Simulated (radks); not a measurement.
Question: The mean radii <r> (bohr) of the occupied orbitals of an atom or ion are listed with their occupations. Calculated with a radial shooting solver on a logarithmic mesh with Libxc functionals: scalar-relativistic Kohn-Sham, r2SCAN, spin-polarised, spherical densities, finite nucleus; meta-GGA in the generalised Kohn-Sham scheme; Fermi nuclear charge, rms radius of each element as measured or else 0.836 A^(1/3) + 0.57 fm.

orbital  occ.      <r>
1s up       1  0.02001
1s down     1  0.02001
2s up       1  0.08486
2s down     1  0.08486
2p up       3  0.07542
2p down     3  0.07542
3s up       1   0.2207
3s down     1   0.2206
3p up       3   0.2201
3p down     3   0.2201
3d up       5   0.1999
3d down     5   0.1999
4s up       1   0.4981
4s down     1   0.4981
4p up       3   0.5284
4p down     3   0.5285
4d up       5   0.5718
4d down     5   0.5720
5s up       1    1.231
5s down     1    1.235
5p up       3    1.465
5p down     3    1.471
6s up       1    4.017
6s down     1    4.040
4f up       7   0.8011
4f down     6   0.8156

Name the element and its charge. Open shells, if any, are filled with parallel spins first.

Answer: Z = 69, thulium, charge 0: Tm in [Xe] 4f13 6s2. The 1s radius gives Z: for a bare nucleus <r> = (2 gamma + 1)/(2Z) with gamma = sqrt(1 - (Z/c)^2), 0.01977 bohr for Z = 69, and screening makes it slightly larger (0.02001 here). The occupations add up to 69, and the charge is Z minus that.
